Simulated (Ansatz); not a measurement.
Gas-phase electronic energies from Ansatz, PBE0-D4/def2-TZVP geometries. CCSD(T)/CBS adds triple-zeta CCSD(T) − MP2 to the extrapolated MP2 energy (def2 sets, frozen cores). This one scheme is used for every species. Functionals use def2-TZVPP. B3LYP here is the variant with VWN-RPA as its local correlation; programs differ in this. def2 core potentials past Kr. For Te outer-core shells are correlated without core-valence functions, which leaves a few kJ/mol of doubt a bond.

Reaction (formal exchange of groups at the Al–Te bond): `[TeH][Al]1[CH2][O]1` + CH₄ → `[CH3][Al]1[CH2][O]1` + H₂Te

```csv
level,ΔE (kJ/mol)
r2SCAN-D4,116.4
ωB97M-V,106.6
PBE,113.2
B3LYP,109.4
RPA@PBE/def2-TZVPP,112.1
HF/def2-SVP,115.9
HF/def2-QZVPP,114.6
HF/CBS(def2),114.5
```

(1) What does CCSD(T)/CBS give? (Estimate.)

Largest T1 diagnostic among the species: 0.015.

Answers

(1) The calculation gave: +117.9 kJ/mol. The listed levels differ from it by -1.5, -11.3, -4.7, -8.5, -5.8, -2.0, -3.3, -3.4 kJ/mol.

At CCSD(T), def2-SVP lies −3.5 kJ/mol from the extrapolated value and def2-TZVPP −3.1 kJ/mol. From BLYP to BHLYP (50 % exact exchange), in def2-TZVPP and without D4, ΔE moves by +3.8 kJ/mol. Leaving LDA and LC-ωPBE aside and taking each functional with its dispersion term where it has one, the values, not all of them listed here, spread over 12.8 kJ/mol, from CAM-B3LYP-D4 to PBE-QIDH. LDA lies −5.3 kJ/mol from PBE without D4.
